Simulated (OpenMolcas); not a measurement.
A calculation on Cu6+.

```json
{
 "Program": "OpenMolcas 26.06",
 "Method": "CASSCF",
 "Basis": "ANO-RCC-VTZP [6s5p3d2f1g]",
 "Scalar Hamiltonian": "DKH2, point nucleus",
 "Active space": "5 electrons in 5 orbitals (3d)",
 "State averaging": "2S+1 = 6 even, 1 root; 2S+1 = 4 even, 24 roots; 2S+1 = 2 even, 75 roots",
 "Spin-orbit coupling": "RASSI with atomic mean-field integrals over the reference wave functions, term energies averaged over their components"
}
```

Question: Which level of the active space comes out lowest?

Answer: 3d⁵ ⁶S_5/2, with 100 % of that term; it is also the measured ground level.

Question: How high does 3d⁵ ⁴D_5/2 lie?

Answer: 64355 cm⁻¹ above the lowest level; measured 56427 cm⁻¹ above the ground level, so the calculation is off by +14 %.

Question: How high does 3d⁵ ²I_13/2 lie?

Answer: 73372 cm⁻¹ above the lowest level; measured 67918 cm⁻¹ above the ground level, so the calculation is off by +8 %.

Question: How high does 3d⁵ ⁴G_9/2 lie?

Answer: 51417 cm⁻¹ above the lowest level.

Question: The level at 58674 cm⁻¹ has J = 5/2. What is it made of, and what is its g factor?

Answer: 87 % 3d⁵ ⁴P_5/2, 12 % 3d⁵ ⁴D; g = 1.569, against 1.601 from Landé's formula for the pure leading term.

Measured values: the list in Gamrath, thesis, University of Mons (2023).

Without dynamic correlation excited terms often stand tens of per cent too high (terms of higher spin than the ground term too low), and those without a measured partner can miss by more than the paired ones. Computed and measured levels are paired by configuration, term and J; levels that our copy of the source lacks, or whose pairing is in doubt (as where it misses far off the trend of its configuration), stay unpaired and out of the deviations. Levels of configurations outside the active space are missing.
